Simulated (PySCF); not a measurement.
Species: `C/N=C\CCB(F)F`. The columns A, B, C and D hold Mulliken, IAO, Hirshfeld and ESP-fitted charges (e) of one PBE0/pcSseg-1 density (PySCF), in a shuffled order. Coordinates in Å (PBE0-D3(BJ)/def2-SVP); the density's dipole moment is (0.46, -0.40, 0.16) D.

```tsv
atom	x	y	z	A	B	C	D
C1	-2.601	-0.691	-0.010	-0.073	-0.309	-0.146	+0.285
N2	-2.167	0.504	-0.689	-0.164	-0.272	-0.410	-0.652
C3	-0.931	0.781	-0.704	+0.041	+0.029	+0.071	+0.413
C4	0.182	-0.007	-0.067	-0.071	-0.285	-0.301	-0.043
C5	1.558	0.624	-0.230	-0.145	-0.457	-0.489	-0.550
B6	2.725	-0.124	0.486	+0.324	+0.746	+0.767	+0.873
F7	3.962	0.335	0.460	-0.141	-0.313	-0.283	-0.339
F8	2.534	-1.248	1.155	-0.135	-0.314	-0.289	-0.344
H9	-3.698	-0.751	-0.012	+0.044	+0.154	+0.136	+0.020
H10	-2.259	-0.732	1.041	+0.040	+0.128	+0.105	-0.034
H11	-2.214	-1.602	-0.503	+0.043	+0.136	+0.110	-0.018
H12	-0.635	1.700	-1.241	+0.041	+0.133	+0.111	-0.006
H13	0.179	-1.030	-0.484	+0.045	+0.149	+0.152	+0.063
H14	-0.051	-0.150	1.004	+0.044	+0.147	+0.153	+0.075
H15	1.827	0.712	-1.299	+0.053	+0.165	+0.158	+0.131
H16	1.563	1.668	0.134	+0.052	+0.165	+0.157	+0.126
```

Problem. Which column most likely holds the ESP-fitted charges?

Solution. D. Σ q r misses the density's dipole by 0.09 D (D), 0.44 D (C), 0.48 D (A), 1.06 D (B). Charges fitted to the outside potential are the only set here that is tied to the molecule's multipoles.

Problem. And the Hirshfeld charges?

Solution. A. The mean sizes are 0.091 e (A), 0.240 e (C), 0.244 e (B), 0.248 e (D), and Hirshfeld charges are commonly the smallest of these schemes.

As computed, A = Hirshfeld, B = IAO, C = Mulliken, D = ESP-fitted. Hydrogens on carbon: Hirshfeld +0.04 to +0.05, IAO +0.13 to +0.17, Mulliken +0.10 to +0.16, ESP-fitted -0.03 to +0.13 e.

The Hirshfeld scheme divides the density at each point in proportion to the densities of the neutral, spherically averaged free atoms. The Mulliken scheme counts on each atom the diagonal of the density matrix times the overlap matrix over that atom's basis functions.

The structure is a single PBE0-D3(BJ)/def2-SVP conformer in the gas phase; no vibrational or solvent corrections.

Shape of the structure used: `[CH3:1]/[N:2]=[CH:3]\[CH2:4][CH2:5][B:6]([F:7])[F:8]`: N2–C3–C4–C5 -178°, C3–C4–C5–B6 177°, C4–C5–B6–F7 -178°.
